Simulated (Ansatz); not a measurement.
Consider the hydrogen abstraction from a B–H bond: `[SiH3]OBS` + F• → `[SiH3]O[B]S`• + H–F.

Calculated with Ansatz (gas phase, PBE0-D4/def2-TZVP geometries, no zero-point term in ΔE). CCSD(T)/CBS is the MP2 limit (def2-TZVPP, def2-QZVPP) plus CCSD(T) − MP2 in def2-TZVPP, frozen cores. This one scheme is used for every species, atoms too. DFT in def2-TZVPP. No spin–orbit coupling; open shells (•) take unrestricted orbitals. Spin–orbit coupling would lower the free atoms: a little for F. One conformer a species, not always the lowest.

```csv
level,ΔE (kJ/mol)
PBE-D4,-162.9
revPBE,-157.3
BLYP,-154.9
r2SCAN,-149.1
BHLYP,-105.6
RPA@PBE/def2-TZVPP,-103.8
CCSD/def2-SVP,-104.8
HF/def2-QZVPP,-49.9
```

Task: What does CCSD(T)/CBS give? (An estimate is asked.)

Result: Computed: -145.0 kJ/mol. The listed levels differ from it by -17.9, -12.3, -9.9, -4.1, 39.4, 41.2, 40.2, 95.1 kJ/mol.

Largest T1 diagnostic among the species: 0.016.

Leaving LDA and LC-ωPBE aside and taking each functional with its dispersion term where it has one, the values, not all of them listed here, spread over 60.0 kJ/mol, from PBE-D4 to BHLYP-D4. LDA lies −38.7 kJ/mol from PBE without D4. The D4 term adds +3.6 kJ/mol with B3LYP and +1.9 kJ/mol with PBE0; it sums over pairs of atoms, weighted by their polarisabilities, and B3LYP, whose exchange is more repulsive, gets the larger term. From BLYP to BHLYP (50 % exact exchange), in def2-TZVPP and without D4, ΔE moves by +49.3 kJ/mol.

B3LYP here is the variant with VWN-RPA as its local correlation; programs differ in this.

CCSD(T)/CBS has its own doubt, a few kJ/mol and more with outer-core shells, so smaller differences from it don't rank the levels.
